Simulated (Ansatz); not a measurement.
Two members of one family (Series GeX4), computed with Ansatz in the gas phase. Binding counts from free atoms in the multiplicity of their measured ground term, without zero-point energy. A dash marks a value that wasn't run or was left out as unsound. The structures are stationary points that may keep the symmetry of their start. Remarks come from the PBE and PBE0 runs and from stability tests at other levels; not every state was tested. HOMO above LUMO (over both spins in singlets and doublets, within one spin in higher multiplets; at PBE or PBE0), or a gap under 0.15 eV within one spin, warns that the state may not be the lowest or that an electron is smeared out.

First: Ge(OH)4 (singlet, charge 0, PBE-D4/def2-SVP geometry).

```xyz
9

Ge    0.0001   -0.0001    0.0002
O     0.6529    1.6515    0.1200
H     0.0574    2.1993    0.6671
O     0.6914   -0.6855   -1.4905
H     0.8283    0.0256   -2.1446
O    -1.7703    0.1735    0.0705
H    -2.1675   -0.6619    0.3827
O     0.4266   -1.1387    1.2995
H     1.2810   -1.5638    1.0950
```

| level | HOMO (eV) | LUMO (eV) | gap (eV) | vertical IE (eV) | vertical triplet (eV) | binding per atom (eV) |
| --- | --- | --- | --- | --- | --- | --- |
| PBE-D4/def2-SVP | -7.01 | -1.07 | 5.95 | – | – | 3.91 |
| PBE-D4/def2-TZVP | -7.43 | -1.50 | 5.93 | 10.60 | 5.82 | 3.93 |
| r2SCAN-D4/def2-TZVP | -7.86 | -1.03 | 6.83 | 10.91 | 6.39 | 3.86 |
| PBE0-D4/def2-SVP | -8.93 | -0.08 | 8.86 | – | – | 3.75 |
| PBE0-D4/def2-TZVP | -9.24 | -0.51 | 8.73 | 11.41 | – | 3.78 |

Remarks: gap within one spin near zero at PBE or PBE0 (+1 doublet), gap within one spin near zero at PBE or PBE0 (triplet).

Second: Ge(NCO)4 (singlet, charge 0, PBE-D4/def2-SVP geometry).

```
atom   x (Å)   y (Å)   z (Å)
 Ge1  -0.074  -0.074  -0.051
  N2   0.845  -0.816   1.321
  C3   1.862  -1.444   1.577
  O4   2.816  -2.044   1.913
  N5  -0.280  -1.305  -1.357
  C6  -0.460  -1.412  -2.561
  O7  -0.631  -1.608  -3.708
  N8   0.810   1.349  -0.743
  C9   1.070   2.522  -0.517
 O10   1.366   3.651  -0.377
 N11  -1.687   0.467   0.563
 C12  -2.431   0.374   1.528
 O13  -3.206   0.341   2.412
```

Q: Estimate the same table for the second.

A: 
```
              level  HOMO (eV)  LUMO (eV)  gap (eV)  vertical IE (eV)  vertical triplet (eV)  binding per atom (eV)
    PBE-D4/def2-SVP      -7.65      -2.19      5.46                 –                      –                   5.93
   PBE-D4/def2-TZVP      -7.83      -2.44      5.39             10.11                   5.37                   5.83
r2SCAN-D4/def2-TZVP      -8.17      -2.20      5.97                 –                   5.74                   5.48
   PBE0-D4/def2-SVP      -9.16      -1.22      7.95                 –                      –                   5.57
  PBE0-D4/def2-TZVP      -9.27      -1.41      7.86             10.86                   6.12                   5.49
```

Remarks: gap within one spin near zero at PBE or PBE0 (+1 doublet), gap within one spin near zero at PBE or PBE0 (triplet).
